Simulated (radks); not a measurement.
Task: These are the eigenvalues of the occupied orbitals of an atom or ion with whole-number occupations (eV). Calculated with a radial shooting solver on a logarithmic mesh with Libxc functionals: scalar-relativistic Kohn-Sham, PBE, spin-unpolarised, spherical densities, point nucleus.

1s: -9171.913
2s: -1390.746
2p: -1245.321
3s: -396.2946
3p: -351.5693

Which element is it, and in what charge state? The configuration may be excited.

Result: Z = 29, copper, charge +11: Cu11+ in [Ar]. The list shows which subshells hold electrons but not how many an open one holds; the 1s level, -337.06 hartree, gives Z - s = 26.0 by -(Z - s)^2/2, which with screening and relativity narrows Z to a few neighbours, and the depths of the outer levels then fix element, charge and occupations together.
